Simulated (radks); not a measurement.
Spherical quantum dot in the effective-mass picture: electrons in a hard-walled sphere of radius 4.02, all in effective atomic units (hartree* = m*/eps^2 hartree, bohr* = eps/m* bohr), one dielectric constant everywhere. Method: non-relativistic Kohn-Sham, exchange-only LDA, spin-polarised, spherical densities; computed with a radial shooting solver with Libxc functionals. Levels are named by radial order and angular momentum (1s, 1p, 1d, 2s, ...), and open shells are averaged over m. Results are scaled to m* = 0.33 and eps = 16.1, for which hartree* = 34.64 meV and bohr* = 2.582 nm.

N = 21, configuration 1s2 1p6 1d10 1f(up 3, down 0). This is the lowest configuration that the search found. Occupied and some empty levels:

level,occupation,eigenvalue (meV),<r> (nm)
1s up,1,240.67,7.017
1s down,1,242.09,6.976
1p up,3,246.22,7.283
1p down,3,247.74,7.262
1d up,5,255.84,7.511
1d down,5,257.42,7.499
1f up,3,269.01,7.703
1f down,0,270.65,7.696
2s up,0,279.13,4.642
2s down,0,279.63,4.643
1g up,0,285.45,7.866
1g down,0,287.12,7.862
2p up,0,297.60,5.432
2p down,0,298.31,5.424
2d up,0,319.55,5.931
2d down,0,320.43,5.922

Energy (meV): total 2972.27, kinetic 777.17, external 0, Hartree 2451.1, exchange-correlation -255.95.

Electron density:

r (nm),n(r) (e/nm^3)
0.302,0.0002427
0.818,0.0002749
1.33,0.0003443
1.85,0.0004650
2.37,0.0006589
2.88,0.0009559
3.40,0.001390
3.92,0.002001
4.43,0.002814
4.95,0.003851
5.46,0.005079
5.98,0.006405
6.50,0.007642
7.01,0.008507
7.53,0.008670
8.04,0.007865
8.56,0.006082
9.08,0.003705
9.59,0.001478
10.1,0.0001753
